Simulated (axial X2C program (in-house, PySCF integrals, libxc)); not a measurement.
# Working with the constants of WH

A bond curve at the PBE0 level, with spin–orbit coupling, was computed with an axial X2C code built on PySCF integrals (basis W dyall-v3z [13s14p9d7f2g], H dyall-v3z [6s2p1d] (cores contracted in-house)) for the state Ω = 5/2 (⟨Sz⟩ = 2.47, ⟨Lz⟩ = 0.03 at PBE0). Its fit gives Re = 1.7034 Å, ωe = 1937.5 cm⁻¹, ωexe = 28.6 cm⁻¹ and αe = 1.385e-01 cm⁻¹; the masses are 183.9509 and 1.0078 u. Two-component means X2C with spin–orbit coupling and atomic mean-field Coulomb and Gaunt terms.

Q: Find the reduced mass, Be and the force constant.

A: From the PBE0 values: μ = 1.0023 u. Be = 16.8576/(μ Re²) = 5.796 cm⁻¹. k = 5.8918×10⁻⁷ μ ωe² = 2.22 mdyn/Å.

Q: A Morse curve ties αe to the other constants (Pekeris). How well does that hold?

A: αe(Morse) = 6Be²/ωe × (√(ωexe/Be) − 1) = 1.271e-01 cm⁻¹; the PBE0 curve gives 1.385e-01 cm⁻¹, a ratio of 0.92.

Q: The dipole moment p changes by 1.53 D/Å at Re. What harmonic infrared intensity follows?

A: I = 42.256 × (dp/dR)²/μ = 99 km/mol.

Q: Scale the constants to the deuteride (D 2.0141 u) within the Born–Oppenheimer picture.

A: ρ = √(μH/μD) = 0.7093; ωe = 1374.3, ωexe = 14.4, Be = 2.916 cm⁻¹; the zero-point energy falls by 278 cm⁻¹.

Q: Estimate the centrifugal constant by the Kratzer relation.

A: D = 4Be³/ωe² = 2.08e-04 cm⁻¹.

Occupations by symmetry block were frozen at the best pattern of an incomplete PBE0 search. Density functionals use the spin component along the axis (collinear). With several unpaired electrons one determinant need not be a pure state. This is the top spin component of a Σ state; components of lower Ω are not single determinants and can lie lower.
